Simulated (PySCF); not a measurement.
## One molecule, many inputs

Molecule: SMILES [SiH3]C[C@H]1C=N1, C3H7NSi; geometry GFN2-xTB.

Cartesian coordinates in Å; atom numbers follow the order of the lines, from 1:
```xyz
12

Si    1.5431   -0.0804    0.3530
C     0.1745   -0.0628   -0.9721
C    -1.1811    0.2791   -0.4138
C    -1.5855   -0.1231    0.9190
N    -1.2729    1.0890    0.8461
H     2.7950   -0.4420   -0.3144
H     1.6539    1.2284    0.9858
H     1.2200   -1.1027    1.3551
H     0.1162   -1.0360   -1.4680
H     0.4269    0.6623   -1.7488
H    -1.9614    0.4700   -1.1480
H    -1.9274   -0.8826    1.5800
```

All runs: PySCF 2.14.0 with density-fitted response routines, non-relativistic, gas phase unless a solvent (IEF-PCM) is named; grid level 2, GIAOs and SCF threshold 1e-9 unless changed. The yardstick, PBE0/pcSseg-1, gives these isotropic shieldings σ (ppm, equivalent atoms averaged): Si1 423.4, C3 161.1, C2 170.4, N5 -98.2, H12 20.78, H6/H7/H8 28.31, H10 29.90.

Q: What do these inputs give? (1) PBE0/pcSseg-1; aux def2-universal-jkfit; (2) solvent acetone; X3LYP/pcSseg-1; aux def2-qzvpp-jkfit

A: 
```tsv
run	outcome	functions	wall time	Si1	C3	C2	N5	H12	H6/H7/H8	H10
1	converged	127	23 s	423.4	161.1	170.4	-98.2	20.78	28.31	29.90
2	converged	127	24 s	411.1	156.1	165.1	-85.6	20.50	28.54	29.92
```

Times are on shared hosts with different chips, so compare them loosely.

Q: Comment on the technical settings.

A: 
- Run 1: The other auxiliary basis adds little: it changes only the density-fitting error.
- Run 2: The functional and medium differ from the yardstick's, which in itself moves the values. The other auxiliary basis adds little: it changes only the density-fitting error.
